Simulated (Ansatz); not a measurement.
C$_{3}$H$_{10}$O$_{2}$Si$_{2}$ (SMILES C[Si](O)(O)/C=C/[SiH3]), singlet, geometry from GFN2-xTB, atoms displaced at random by about 0.08 Å a coordinate; R2SCAN/STO-3G, gradient (Ansatz, a quantum-chemistry and plane-wave program).

The Ansatz input:
Ansatz 0.2 input:
```yaml
crystal:
  periodic: [false, false, false]
  atoms:
    - {symbol: Si, position_ang: [3.20489877, -0.35431584, 0.68117327]}
    - {symbol: C, position_ang: [1.36818893, -0.60298613, 0.48204433]}
    - {symbol: C, position_ang: [0.71278204, 0.24792658, -0.27208452]}
    - {symbol: Si, position_ang: [-1.09287978, 0.21259346, -0.17683572]}
    - {symbol: C, position_ang: [-2.13269044, 0.15341651, 1.48911492]}
    - {symbol: O, position_ang: [-1.67791739, -1.04575655, -1.22291580]}
    - {symbol: O, position_ang: [-1.69510761, 1.43430896, -1.10223075]}
    - {symbol: H, position_ang: [3.63125876, 0.81291122, -0.14535590]}
    - {symbol: H, position_ang: [3.88826402, -1.70270584, 0.06721408]}
    - {symbol: H, position_ang: [3.69477325, -0.26296421, 2.03752214]}
    - {symbol: H, position_ang: [0.73387396, -1.15530582, 0.87935596]}
    - {symbol: H, position_ang: [1.10309496, 1.07819801, -0.80301305]}
    - {symbol: H, position_ang: [-3.27600245, 0.14297925, 1.28356145]}
    - {symbol: H, position_ang: [-1.89386488, 0.98582427, 1.97562112]}
    - {symbol: H, position_ang: [-1.61682867, -0.59108677, 1.95195336]}
    - {symbol: H, position_ang: [-1.41289105, -1.97533380, -0.98887633]}
    - {symbol: H, position_ang: [-1.88965271, 2.37112832, -0.85834795]}
basis:
  gaussian:
    orbitals: STO-3G
hamiltonian:
  xc: r2scan
output: {forces: true}
```

The log (banner, timings and long lists left out):

```
Functional definition: r2SCAN
687 factors; integrals over basis functions are off by at most 5.0e-5 eV
mean field evaluation 1: about -22834.0635 eV, gradient 3.5e1 eV
mean field evaluation 2: about -22810.4378 eV, gradient 9.9e1 eV
mean field evaluation 4: about -22838.0442 eV, gradient 5.1e0 eV
mean field evaluation 8: about -22837.9893 eV, gradient 2.0e-1 eV
mean field evaluation 16: about -22837.9894 eV, gradient 1.4e-5 eV
mean field -22837.98943595 eV, -839.2806316260 hartree, gradient 1.4e-5 eV, S^2 0.000000; 0 other end points of the search recorded, 0 dependent functions left out
the calculation of the forces begins
reference -22837.98944483 eV, -839.2806319523 hartree; 36, 36 occupied and 17, 17 virtual orbitals, 687 factors
Total energy: -22837.98944483 eV, -839.2806319523 hartree
Atom 0 at     3.204899    -0.354316     0.681173 Å, force     1.683981    -3.232234    -2.076483 eV/Å
Atom 1 at     1.368189    -0.602986     0.482044 Å, force     8.068407     6.394133    -3.708524 eV/Å
Atom 2 at     0.712782     0.247927    -0.272085 Å, force    -1.314865     0.886867     0.286434 eV/Å
Atom 3 at    -1.092880     0.212593    -0.176836 Å, force    -3.898876    -0.509590    -0.909784 eV/Å
Atom 4 at    -2.132690     0.153417     1.489115 Å, force    -2.143233    -0.693012    -5.832983 eV/Å
Atom 5 at    -1.677917    -1.045757    -1.222916 Å, force    -0.667893     1.764660    -0.502418 eV/Å
Atom 6 at    -1.695108     1.434309    -1.102231 Å, force    -0.298272    -0.362621    -2.270302 eV/Å
Atom 7 at     3.631259     0.812911    -0.145356 Å, force    -0.430659    -0.805912     0.731102 eV/Å
Atom 8 at     3.888264    -1.702706     0.067214 Å, force    -1.146283     2.786766     1.199053 eV/Å
Atom 9 at     3.694773    -0.262964     2.037522 Å, force    -0.202108     0.204720     0.137613 eV/Å
Atom 10 at     0.733874    -1.155306     0.879356 Å, force    -5.741458    -7.438892     5.582568 eV/Å
Atom 11 at     1.103095     1.078198    -0.803013 Å, force     1.219280     1.023768    -0.860674 eV/Å
Atom 12 at    -3.276002     0.142979     1.283561 Å, force     2.636503    -0.828101     0.636353 eV/Å
Atom 13 at    -1.893865     0.985824     1.975621 Å, force     0.894431     4.716590     2.793795 eV/Å
Atom 14 at    -1.616829    -0.591087     1.951953 Å, force     0.285698    -3.554006     2.483816 eV/Å
Atom 15 at    -1.412891    -1.975334    -0.988876 Å, force     0.828532    -0.673039     0.969054 eV/Å
Atom 16 at    -1.889653     2.371128    -0.858348 Å, force     0.226817     0.319903     1.341380 eV/Å
Dipole moment:     0.222531     0.172564     0.491854 e Å
```
